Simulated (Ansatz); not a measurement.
The same hydrogenolysis along the group F, Cl, Br.

Isolated molecules relaxed with PBE0-D4/def2-TZVP in Ansatz; ΔE leaves out vibrations. CCSD(T)/CBS is the MP2 limit (def2-TZVPP, def2-QZVPP) plus CCSD(T) − MP2 in def2-TZVPP, frozen cores. This one scheme is used for every species. Functionals use def2-TZVPP. def2 core potentials past Kr. For Br, Sn outer-core shells are correlated without core-valence functions, which leaves a few kJ/mol of doubt a bond. Scalar relativity is left out up to krypton. One conformer a species, not always the lowest.

```
                                           reaction  CCSD(T)/CBS(def2) (kJ/mol)
   `[OH][SnH]([F])[F]` + H₂ → `[OH][SnH2][F]` + H–F                           ?
`[OH][SnH]([Cl])[Cl]` + H₂ → `[OH][SnH2][Cl]` + HCl                          76
`[OH][SnH]([Br])[Br]` + H₂ → `[OH][SnH2][Br]` + HBr                          92
```

(1) Fill in the missing values. (An estimate is asked.)

Largest T1 diagnostic: 0.015, for `[OH][SnH]([F])[F]`.

Answers

(1) The calculation gave: `[OH][SnH]([F])[F]` + H₂ → `[OH][SnH2][F]` + H–F: +40.9 kJ/mol.
